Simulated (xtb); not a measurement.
GeO, triplet, geometry from GFN2-xTB (the spin is typed, not shown lowest).

Input for xtb:
```
$ xtb mol.xyz --gfn 1 --uhf 2 --etemp 3000 --json

# file mol.xyz
2

Ge    -0.00000000    -0.00000000    -0.33477338
O      0.00000000     0.00000000     1.33909353
```

**Question.** What does this run give for the partial charges in atom order, dipole moment, total energy (a free energy at this electronic temperature)?

**Answer.** 
```
Quantity                                                                  Value
-----------------------------------------------------------  ------------------
partial charges in atom order                                Ge1 0.44, O2 -0.44
dipole moment                                                            4.40 D
total energy (a free energy at this electronic temperature)          -6.2039 Eh
```
